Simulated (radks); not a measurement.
Values are calculated unless marked as measured or tabulated.
Ionisation ladder of rhodium, from Rh to Rh21+. Each ion is in the ground configuration listed by NIST, and IE = E(next ion) - E(this ion). Code: a radial shooting solver on a logarithmic mesh with Libxc functionals. Model: scalar-relativistic Kohn-Sham, LDA (Slater exchange, VWN5 correlation), spin-polarised, spherical densities, finite nucleus; open shells are filled with parallel spins first (spin-orbit coupling, left out, can overturn this in heavy ions); Fermi nuclear charge, rms radius 4.4945 fm.

species,configuration,E (hartree),"IE, Delta-SCF (eV)",-e(HOMO) (eV),HOMO,<r> HOMO (bohr),"IE, NIST (eV)",kind,error (eV)
Rh,[Kr] 4d8 5s1,-4779.46999,8.130,4.987,5s up,3.20,7.459,exp.,+0.671
Rh+,[Kr] 4d8,-4779.17121,18.884,13.195,4d down,1.56,18.080,semi-emp.,+0.804
Rh2+,[Kr] 4d7,-4778.47723,31.318,24.857,4d down,1.46,31.060,semi-emp.,+0.258
Rh3+,[Kr] 4d6,-4777.32632,45.065,38.001,4d down,1.38,42,theory,+3.065
Rh4+,[Kr] 4d5,-4775.67021,64.317,56.372,4d up,1.30,63,theory,+1.317
Rh5+,[Kr] 4d4,-4773.30661,80.854,72.441,4d up,1.25,80,theory,+0.854
Rh6+,[Kr] 4d3,-4770.33530,98.265,89.434,4d up,1.21,97,theory,+1.265
Rh7+,[Kr] 4d2,-4766.72414,116.46,107.25,4d up,1.17,115,theory,+1.4
Rh8+,[Kr] 4d1,-4762.44426,135.36,125.82,4d up,1.13,135,theory,+0.4
Rh9+,[Kr],-4757.46981,209.07,198.19,4p,0.980,207.51,semi-emp.,+1.6
Rh10+,[Ar] 3d10 4s2 4p5,-4749.78647,231.15,220.13,4p down,0.964,228,theory,+3.1
Rh11+,[Ar] 3d10 4s2 4p4,-4741.29199,253.36,242.32,4p down,0.949,252,theory,+1.3
Rh12+,[Ar] 3d10 4s2 4p3,-4731.98131,281.89,270.16,4p up,0.932,277,theory,+4.9
Rh13+,[Ar] 3d10 4s2 4p2,-4721.62214,305.63,293.81,4p up,0.918,306,theory,-0.4
Rh14+,[Ar] 3d10 4s2 4p1,-4710.39029,329.42,317.63,4p up,0.904,331.6,semi-emp.,-2.2
Rh15+,[Ar] 3d10 4s2,-4698.28438,391.41,379.55,4s,0.856,389.3,theory,+2.1
Rh16+,[Ar] 3d10 4s1,-4683.90046,418.98,407.09,4s up,0.845,416.0,semi-emp.,+3.0
Rh17+,[Ar] 3d10,-4668.50323,740.80,712.03,3d,0.360,739,theory,+1.8
Rh18+,[Ar] 3d9,-4641.27934,799.66,770.19,3d down,0.354,794,theory,+5.7
Rh19+,[Ar] 3d8,-4611.89241,859.89,829.76,3d down,0.348,857,theory,+2.9
Rh20+,[Ar] 3d7,-4580.29189,921.42,890.67,3d down,0.343,921,theory,+0.4
Rh21+,[Ar] 3d6,-4546.43046,984.11,952.81,3d down,0.337,984,theory,+0.1

Reference values: NIST Atomic Spectra Database (exp. = measured, semi-emp. = semi-empirical, theory = theoretical value adopted there). The ionisation energy per charge of the ion left behind rises most, in proportion, at Rh17+ ([Ar] 3d10), from 24.646 to 41.156 eV. Against the entries that are not theoretical the mean signed error is +2.5 % and the largest +9.0 %. Open shells are spherical and high-spin; term and fine-structure splittings are not resolved.
